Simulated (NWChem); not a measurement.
SiH$_{3}$Br; SMILES [SiH3]Br

```xyz
5

Si     0.0000     0.0000    -1.4171
Br     0.0000     0.0000     0.8093
H      0.9974     0.9974    -1.8938
H     -1.3624     0.3651    -1.8938
H      0.3651    -1.3624    -1.8938
```
Atoms are numbered in this order, from 1.

All runs: NWChem. Geometry optimised at PBE0/def2-SVP; all other runs use it. Pople sets run with spherical d functions. This build's default masses of Se (78.918 u) and Br (79.917 u) are each other's, which moves their modes by up to 0.6 %. Vzz has the sign of the potential's second derivative.

| quantity | level | value |
|---|---|---|
| isotropic polarisability (bohr³) at 400 nm | PBE0/def2-SVPD | [?] |
| Vzz Br2 (a.u.) | B3LYP/cc-pVTZ | 4.402 |
| vertical, lowest excitation, singlet (eV) | B3LYP/def2-SVPD, full TDDFT | [?] |
| dipole in solution (D) in benzene | M06-2X/6-31G*, SMD | 2.08 |
| dipole (D) | PBE0/def2-SVP | 1.38 |
| highest harmonic frequency (cm⁻¹) | PBE0/def2-SVP | [?] |

Complete the blanks.


- isotropic polarisability (bohr³) at 400 nm, value: 54.2
- vertical, lowest excitation, singlet (eV), value: 6.34
- highest harmonic frequency (cm⁻¹), value: 2268
